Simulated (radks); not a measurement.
All-electron atom: Ne3+ in [He] 2s2 2p(up 2.25, down 0.75) (fractional occupations, a model configuration).

Calculated with a radial shooting solver on a logarithmic mesh with Libxc functionals: non-relativistic Kohn-Sham, LDA (Slater exchange, Perdew-Wang correlation), spin-polarised, spherical densities, point nucleus.

Energy parts (eV):
part                     energy
total                 -3357.245
kinetic                3347.289
electron-nucleus      -7617.631
Hartree                1177.101
exchange-correlation   -264.004

Orbitals (lengths in bohr, moments of r in powers of bohr; <r^-3> diverges for s and p1/2; r(max) is where P^2 peaks; r(90%) holds 90 % of the orbital's charge):
| orbital | occ. | eigenvalue (eV) | r(90%) | <r> | <r^-3> | r(max) |
|---|---|---|---|---|---|---|
| 1s up | 1 | -908.9471 | 0.284 | 0.1589 | - | 0.1033 |
| 1s down | 1 | -906.9146 | 0.284 | 0.1586 | - | 0.1032 |
| 2s up | 1 | -104.3249 | 1.25 | 0.7958 | - | 0.6465 |
| 2s down | 1 | -100.4764 | 1.26 | 0.8059 | - | 0.6514 |
| 2p up | 2.25 | -82.4377 | 1.24 | 0.7479 | 16.70 | 0.5547 |
| 2p down | 0.75 | -78.2389 | 1.27 | 0.7636 | 16.16 | 0.5621 |

The highest occupied level is 2p down at -78.239 eV. Virial ratio -V/T = 2.00297. The density falls to 0.001 e/bohr^3 at r = 2.18 bohr. Summed over all electrons, <r^2> = 3.704 bohr^2, which gives a Langevin (diamagnetic) susceptibility term of -2.93 x 10^-6 cm^3/mol. The electron density at the nucleus is 623.7 e/bohr^3.
